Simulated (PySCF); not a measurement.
Si(Cl)(OH)2(NH2) (ClH₄NO₂Si), SMILES N[Si](O)(O)Cl.

The structure is a stationary point at PBE0-D3(BJ)/def2-SVP. Other conformers were not sampled.

Calculation: PBE0-D3(BJ)/def2-SVP (PySCF 2.14.0).

Frequencies are harmonic and unscaled.

```
mode  ν (cm⁻¹)  IR (km/mol)  Raman (Å⁴/amu)  depolarisation   moving atoms (share of kinetic energy)
----  --------  -----------  --------------  --------------  ---------------------------------------
1          122          2.5             2.4            0.75                    H 56 %, O 28 %, N 9 %
2          186         59.5             1.7            0.75          H 53 %, O 23 %, Cl 13 %, N 10 %
3          219         16.9             0.8            0.74           H 57 %, N 18 %, O 15 %, Cl 9 %
4          273         39.3             0.8            0.73  H 52 %, N 16 %, Si 12 %, O 11 %, Cl 9 %
5          290         25.6             1.5            0.64         O 33 %, H 31 %, Si 17 %, Cl 13 %
6          307         46.4             3.3            0.54         O 34 %, H 31 %, Cl 16 %, Si 14 %
7          354         91.2             1.4            0.72                   H 53 %, O 32 %, Cl 9 %
8          366         36.7             1.5            0.74                    H 47 %, O 36 %, N 8 %
9          403        196.7             0.8            0.31                   H 50 %, N 33 %, O 13 %
10         537        117.7             4.3            0.07          Si 39 %, Cl 37 %, O 11 %, H 8 %
11         791         23.8             5.7            0.05                   O 40 %, H 38 %, N 19 %
12         820         95.5             1.5            0.32                           H 76 %, O 15 %
13         833        183.5             2.4            0.73                           H 70 %, O 21 %
14         860        252.2             3.4            0.07          H 45 %, Si 23 %, N 18 %, O 13 %
15         970        165.5             1.3            0.69                  Si 46 %, O 40 %, H 12 %
16         995        197.5             1.6            0.74          Si 47 %, O 19 %, H 17 %, N 16 %
17        1532         75.4             3.8            0.74                           H 88 %, N 11 %
18        3621         45.4           113.4            0.12                                   H 96 %
19        3726         51.8            65.9            0.75                            H 91 %, N 9 %
20        3926        112.2            93.8            0.31                                   H 94 %
21        3936        105.0            77.2            0.25                                   H 94 %
```
